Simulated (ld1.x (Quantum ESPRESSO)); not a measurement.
## Which change was made? (Sb, ultrasoft)

* Element: Sb
* Generator: ld1.x (Quantum ESPRESSO) 7.5
* Type: ultrasoft
* Functional: LDA (PZ)
* Relativity: scalar-relativistic
* Frozen core: [Ar] 3d10 4s2
* Valence charge: 21
* Reference configuration: 4p6 4d10 5s2 5p3
* Partial waves: 5s (bound): rcut 1.30, rcutus 1.75 bohr; 5s channel at -0.4 Ry: rcut 1.30, rcutus 1.75 bohr; 4p (bound): rcut 1.10, rcutus 1.25 bohr; 5p (bound): rcut 1.10, rcutus 1.25 bohr; 4d (bound): rcut 1.35, rcutus 1.55 bohr; 4d channel at -1.5 Ry: rcut 1.35, rcutus 1.55 bohr
* Local potential: all-electron potential smoothed inside 1.40 bohr (lloc = -1)
* Core correction: a·sin(br)/r model core, default radius (core density twice the valence density)
* Augmentation charge: built from norm-conserving waves at rcut, not smoothed further

Cutoffs, loose and tight: the cutoffs (Ry, on a coarse ladder) from which the occupation-weighted sum of valence levels, in a spherical-Bessel basis at the reference potential, stays within 10 and 1 mRy of its value at 400 Ry. They do not see the model core or the augmentation charge, which bear on the density cutoff. Test errors are all-electron minus pseudo excitation energies from the reference, over the configurations 4p6 4d10 5s2 5p2; 4p6 4d10 5s2 5p1; 4p6 4d10 5s2 5p0; 4p6 4d9 5s2 5p3; 4p6 4d10 5s2 5p2.5; 4p6 4d10 5s2 5p3.3; 4p6 4d9 5s2 5p4 (two spin-polarised tests are not counted in the largest error); variants that change the core or the reference have their own tests.

The base gives: outcome: generated, misses its reference levels by 3.08 eV; bound ghosts: not determined; largest test error (meV): +5260.

(1) After one change the result is: outcome: generated, misses its reference levels by 3.05 eV; bound ghosts: not determined; largest test error (meV): +5168. Which change was it?
A. local potential all-electron potential smoothed inside 1.16 bohr (lloc = -1)
B. local potential all-electron potential smoothed inside 1.54 bohr (lloc = -1)
C. local potential all-electron potential smoothed inside 1.96 bohr (lloc = -1)

## Answers

(1) C. The others give: local potential all-electron potential smoothed inside 1.54 bohr (lloc = -1) → outcome: generated, misses its reference levels by 2.86 eV; bound ghosts: not determined; largest test error (meV): +5129 | local potential all-electron potential smoothed inside 1.16 bohr (lloc = -1) → outcome: generated, misses its reference levels by 2.64 eV; bound ghosts: not determined; largest test error (meV): +5038.
